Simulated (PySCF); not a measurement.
## How methods differ on the ionisation energy of Ne²⁺

Ne²⁺ [He] 2s2 2p4 (3P) → Ne³⁺ [He] 2s2 2p3 (4S), as a difference of total energies. Computed with PySCF 2.14 in def2-SVP (3s2p1d, 14 functions), with the non-relativistic Hamiltonian (point nucleus). Correlated levels: valence: 1s2 frozen. The calculations carry no spin-orbit coupling.

| method | ionisation energy (eV) | error (eV) |
| --- | --- | --- |
| UHF | 61.863 | -1.560 |
| M06-L | 63.478 | +0.055 |
| LDA | 63.776 | +0.353 |
| MP2 (valence) | 62.563 | -0.860 |
| SCS-MP2 (valence) | 62.550 | -0.873 |
| CCSD (valence) | 62.562 | -0.861 |
| CCSD(T) (valence) | 62.573 | -0.850 |

Reference: 63.423 eV (measured; NIST Atomic Spectra Database, ionization energies).

Errors of the correlated levels include the incompleteness of this basis and the frozen core.
